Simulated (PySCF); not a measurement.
# Spectroscopy problems

Rapidly exchanging positions averaged, no relativistic terms, one computed conformer, gas phase. PBE0/pcSseg-1 with gauge-including orbitals; geometry: GFN2-xTB; PySCF.

References, each an isolated molecule treated in the same way: ¹H (σ = 31.72 ppm), ¹³C (σ = 186.93 ppm) vs TMS. Splittings of carbon signals by F and P are missing where no couplings were computed. Where no couplings were computed, multiplicities follow the n + 1 count of equivalent neighbours, and m marks all less simple cases (inequivalent or close neighbours, rings, F or P nearby). Shifts are as computed. Against solution values, carbons near 30 ppm lie about +3 ppm off and those near 130 ppm about +5 ppm. Of 1211 compounds with measured shifts, 218 miss one by over three times the rms of a fit or turn the order of signals round; such compounds aren't used in these exercises. OH and NH positions are gas-phase values without hydrogen bonding to other molecules.

(1) C3H15N2PSi2. ¹H NMR (500 MHz, computed): δ 6.45 (m, 1H), 4.16 (d, 3H), 2.42 (s, 6H), 2.11 (m, 1H), 0.83 (m, 2H), 0.27 (br s, 2H). ¹³C{¹H} NMR (computed): δ 48.6 (CH3), 47.5 (CH). Identify the compound.

(2) C7H11PSi. ¹H NMR (400 MHz, computed): δ 9.42 (m, 1H), 7.98 (m, 1H), 7.97 (m, 1H), 4.62 (s, 3H), 3.05 (m, 2H), 1.32 (t, 3H). ¹³C{¹H} NMR (computed): δ 190.8 (C), 174.2 (CH), 141.3 (CH), 138.3 (C), 136.9 (CH), 38.7 (CH2), 25.8 (CH3). Identify the compound.

Results:

(1) `CN(C)[C@@H]([SiH3])[Si@H](N)P`. 2 carbon signals for 3 carbons: some carbons are equivalent by symmetry or fast rotation. Carbon types of the structure: 1 × CH, 2 × CH3, leaving 8 H on heteroatoms. δC 48.6: methyl carbon bonded to N; pulled downfield by the heteroatom. δH 2.42: hydrogen on a methyl carbon bonded to N; its carbon carries N, which withdraws density. δH 2.11: hydrogen on an sp3 CH bonded to N and 2 Si; its carbon carries N, hence the downfield position. δH 0.27: hydrogen on a nitrogen bonded to Si; labile proton, position sensitive to the medium.

The shifts were computed for this structure.

(2) `CCc1ccc([SiH3])cp1`. 7 carbon signals for 7 carbons: no two carbons are equivalent. Carbon types of the structure: 2 × C, 3 × CH, 1 × CH2, 1 × CH3, leaving 3 H on heteroatoms. δC 190.8, 138.3: substituted aromatic carbon. δC 174.2, 141.3, 136.9: aromatic CH. δH 9.42, 7.98, 7.97: hydrogen on an aromatic CH; aromatic region. δH 3.05: hydrogen on an sp3 CH2 on an aromatic ring; benzylic-type position, deshielded by the ring.

The shifts were computed for this structure.
